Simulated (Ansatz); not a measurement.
Reaction (ligand exchange at the Sn–O bond): `[OH][Sn][OH]` + CH₃SH → `C[S][Sn][OH]` + H₂O

Program: Ansatz. Geometries: PBE0-D4/def2-TZVP. ΔE: electronic, gas phase. CBS: MP2 limit from def2 TZ/QZ plus the TZ coupled-cluster correction, frozen cores. This one scheme is used for every species. Functionals use def2-TZVPP. Elements past krypton have def2 core potentials. For Sn outer-core shells are correlated without core-valence functions, which leaves a few kJ/mol of doubt a bond. Each species was taken in one conformer, which may not be the lowest.

`[OH][Sn][OH]`:

Cartesian coordinates in Å:
```
O -0.762 -0.870 0.233
Sn 0.936 -0.020 0.817
O 0.839 1.317 -0.621
H -1.067 -1.626 0.740
H 0.055 1.199 -1.169
```

CH₃SH:

Z-matrix (Å, degrees):
```
C
S 1 1.806
H 1 1.089 2 111.5
H 1 1.089 2 111.5 3 -123.8
H 1 1.090 2 106.2 3 118.1
H 2 1.342 1 97.1 3 61.9
```

`C[S][Sn][OH]`:

Z-matrix (Å, degrees):
```
C
S 1 1.814
H 1 1.091 2 111.4
H 1 1.090 2 107.3 3 -118.3
H 1 1.091 2 111.4 3 123.4
Sn 2 2.440 1 105.4 3 -61.2
O 6 1.980 2 98.8 1 -0.1
H 7 0.961 6 117.2 2 -0.2
```

H₂O:

Cartesian coordinates in Å:
```
O -0.278 -0.211 0.172
H -0.348 0.297 -0.639
H 0.626 -0.086 0.467
```

```tsv
species	revPBE energy (Eh)
`[OH][Sn][OH]`	-366.08595
CH₃SH	-438.64511
`C[S][Sn][OH]`	-728.29841
H₂O	-76.44013
```

(1) Work out ΔE.

Largest T1 diagnostic among the species: 0.018.

Answers

(1) ΔE = (-728.29841) + (-76.44013) − (-366.08595) − (-438.64511) = -0.00748 Eh = -4.7 kcal/mol. CCSD(T)/CBS gives -5.5 kcal/mol.

Leaving LDA and LC-ωPBE aside and taking each functional with its dispersion term where it has one, the values, not all of them listed here, spread over 4.1 kcal/mol, from HSE06-D4 to ωB97X-V. LDA lies −1.2 kcal/mol from PBE without D4. The D4 term adds −2.4 kcal/mol with B3LYP and −1.3 kcal/mol with PBE0; it sums over pairs of atoms, weighted by their polarisabilities, and B3LYP, whose exchange is more repulsive, gets the larger term.

B3LYP here is the variant with VWN-RPA as its local correlation; programs differ in this.
